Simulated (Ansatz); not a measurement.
Computed with Ansatz on PBE0-D4/def2-TZVP structures; ΔE is electronic, products minus reactants. CCSD(T)/CBS is the MP2 limit (def2-TZVPP, def2-QZVPP) plus CCSD(T) − MP2 in def2-TZVPP, frozen cores. DFT in def2-TZVPP. B3LYP here is the variant with VWN-RPA as its local correlation; programs differ in this. Elements past krypton have def2 core potentials. For In outer-core shells are correlated without core-valence functions, which leaves a few kJ/mol of doubt a bond. One conformer a species, not always the lowest.

Consider the formal exchange of groups at the In–H bond: `C[CH2][InH][F]` + `OC(O)CF` → `C[CH2][In]([F])[F]` + `CC(O)O`.

```
             level  ΔE (kcal/mol)
           PBE0-D4          -34.3
          B3LYP-D4          -35.3
           ωB97X-V          -34.6
           ωB97M-V          -34.4
            B2PLYP          -36.8
            r2SCAN          -35.8
SCS-MP2/def2-TZVPP          -36.9
      HF/CBS(def2)          -35.1
```

(1) What does CCSD(T)/CBS give? (Best estimate.)

Largest T1 diagnostic among the species: 0.015.

Answers

(1) The calculation gave: -37.3 kcal/mol. The listed levels differ from it by 3.0, 2.0, 2.7, 2.9, 0.5, 1.5, 0.4, 2.2 kcal/mol.

From PBE to PBE0 (25 % exact exchange), in def2-TZVPP and without D4, ΔE moves by +0.9 kcal/mol. In def2-TZVPP, CCSD(T) changes the Hartree–Fock value by −0.8 kcal/mol (the triples alone add −0.4 kcal/mol) and MP2 by −3.5 kcal/mol.
